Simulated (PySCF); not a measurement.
From a computed spectrum to the compound

A species of 7 atoms with charge 1 has these harmonic modes (PBE0, small Gaussian bases with core potentials, PySCF 2.14.0):

```
cm⁻¹  km/mol
 130     0.0
 243     0.0
 262     2.8
 362    22.5
 438    38.9
 597   163.0
 608     0.0
 614    45.2
 631   510.6
1502    37.5
1511    32.9
3514   134.8
3519    69.8
3599    53.5
3600    41.5
```

Problem. Which species is it, and in which structure?

Solution. [Sm(NH2)2]+ (singlet in the valence; each metal's 4f electrons, 5 of them, lie in its core potential, out of spins and levels):
```xyz
7

Sm    0.0000    0.1353   -0.1886
N     1.6824   -0.6122    0.8537
H     1.6246   -1.2090    1.6838
H     2.6800   -0.4850    0.6672
N    -1.6824   -0.6122    0.8537
H    -2.6800   -0.4850    0.6672
H    -1.6246   -1.2090    1.6838
```
Ideal gas at 298.15 K and 1 bar: S = 335.4 J/(mol K), Cp = 85.7 J/(mol K), H − H(0 K) = 17.5 kJ/mol (rigid rotor, harmonic modes, spin degeneracy alone, that of the 4f electrons in the core included). An lcecp potential fixes the number of 4f electrons, so in runs with it no electron can move into or out of that shell.
 This is one of several that fit.
